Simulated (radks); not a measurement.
Method: Dirac Kohn-Sham, PBEsol, spin-unpolarised, spherical densities, point nucleus; open shells fill j = l - 1/2 first; computed with a radial shooting solver on a logarithmic mesh with Libxc functionals. Each species is in its NIST ground configuration. Rank Ce4+, Er4+, Tm4+, Lu4+, Gd4+, Ho4+, Tb4+, Eu4+, Pr4+, Sm4+, Nd4+, Yb4+, La4+, Pm4+, Dy4+ by Delta-SCF ionisation energy (eV), largest first.

Answer. Yb4+ 79.295, Tm4+ 78.244, Er4+ 77.183, Ho4+ 76.110, Dy4+ 75.024, Tb4+ 73.923, Gd4+ 72.804, Eu4+ 71.678, Pm4+ 69.350, Lu4+ 68.390, Nd4+ 68.138, Ce4+ 65.585, Sm4+ 62.805, La4+ 62.388, Pr4+ 59.156.
